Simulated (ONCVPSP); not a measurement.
## Which setting gave this result? (Cu, ONCV)

Base potential:

ONCVPSP 4.0.1 input, shortened (lines: element, Z, core and valence counts, functional; n l f; lmax; l rc ep ncon nbas qcut; lloc lpopt rc5 dvloc0; l nproj debl; icmod fcfact rcfact), LDA (Perdew-Wang 92), fully relativistic:

```
  Cu 29.00    5    3  -001012      upf
    1    0    2.00
    2    0    2.00
    2    1    6.00
    3    0    2.00
    3    1    6.00
    3    2   10.00
    4    0    0.75
    4    1    0.25
    2
    0    2.20    0.00    4    7    2.30
    1    2.85    0.00    3    6    3.10
    2    1.05    0.00    4    8   14.50
    4    4    1.00   -1.00
    0    2    1.40
    1    2    2.50
    2    2    1.50
    1    0.75    0.00
```

Open shells are filled in proportion to 2j + 1.

Cutoffs, loose and tight: the cutoffs (Ha) at which the residual kinetic energy of the hardest occupied pseudo-wave falls to 1 and 0.1 mHa per electron. They do not see the model core or the augmentation charge, which bear on the density cutoff. Test errors are all-electron minus pseudo excitation energies from the reference, over the configurations 3d10 4s1 4p0; 3d10 4s0 4p0; 3d9 4s0 4p0; 3d8 4s0 4p0; variants that change the core or the reference have their own tests.

Only the scale of all radii but the core radius (base = 1) is moved (1 further runs of the sweep failed or gave no value and are left out):

```tsv
scale of all radii but the core radius (base = 1)	cutoff, loose	cutoff, tight	bound ghosts	largest test error (meV)
0.77	111 Ha	333 Ha	s	-11 over the solved tests; 2 of 4 tests not solved or not reliable
0.94	88 Ha	99 Ha	none	-8.9 over the solved tests; 2 of 4 tests not solved or not reliable
1.01	85 Ha	95 Ha	none	-7.6 over the solved tests; 2 of 4 tests not solved or not reliable
1.1	78 Ha	88 Ha	none	-6.5 over the solved tests; 2 of 4 tests not solved or not reliable
1.14	76 Ha	86 Ha	none	-6.6 over the solved tests; 2 of 4 tests not solved or not reliable
1.23	72 Ha	82 Ha	none	-7.2 over the solved tests; 2 of 4 tests not solved or not reliable
```

Task: One more run gave cutoff, loose: 95 Ha; cutoff, tight: 137 Ha; bound ghosts: s; largest test error (meV): -9.9 over the solved tests; 2 of 4 tests not solved or not reliable. Which value of the scale of all radii but the core radius (base = 1) was used?

Result: 0.88. The loose cutoff moves one way along this sweep, from 111 Ha at 0.77 to 72 Ha at 1.23, which places the run between 0.77 and 0.94.
